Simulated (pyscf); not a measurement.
Routes from O=Mo(=O)(F)–F + HO–SiH₃

Candidate steps break at most two bonds and form at most two. Each was searched with GFN2-xTB (tblite) first. PySCF, gas phase, ωB97X-D3(BJ)/def2-SVP geometries. Energies: ωB97M-D3(BJ)/def2-TZVP, kcal/mol, from the separated reactants, singlet surface; ΔG‡ with ideal gas, 1 atm, RRHO with modes under 100 cm⁻¹ raised to 100, one conformer, R ln 2 for chiral ones without a mode under 150 cm⁻¹.

| products | type | ΔE‡ | ΔE | ΔG‡ 298 K | ΔG‡ 900 K | ν‡ (cm⁻¹) |
|---|---|---|---|---|---|---|
| O=Mo(OH)(F)(F)–O–SiH₃ | addition across a multiple bond or ene-type step (O–Si broken, O–Si, Mo–O formed) | 4.9 | -8.7 | 19.3 | 45.8 | 289i |
| O=Mo(OH)(F)(F)–O–SiH₃ | addition across a multiple bond or ene-type step (H–O broken, H–O, Mo–O formed) | 13.9 | -8.7 | 24.7 | 49.3 | 1509i |

Row 1: On the reactant side the descent ends in an adduct with a Mo–O contact, 15.1 kcal/mol under the separated species and 15.6 kcal/mol under the saddle at ωB97X-D3(BJ)/def2-TZVP. Row 2: On the reactant side the descent ends in an adduct with a Mo–O contact, 14.8 kcal/mol under the separated species and 25.6 kcal/mol under the saddle at ωB97X-D3(BJ)/def2-TZVP. 

Plain bond fissions and candidates not yet searched are not listed, and one of them may be faster. Each barrier is that of the saddle found; lower ones may exist. Elements past Kr carry the def2 core potentials, without spin-orbit coupling.
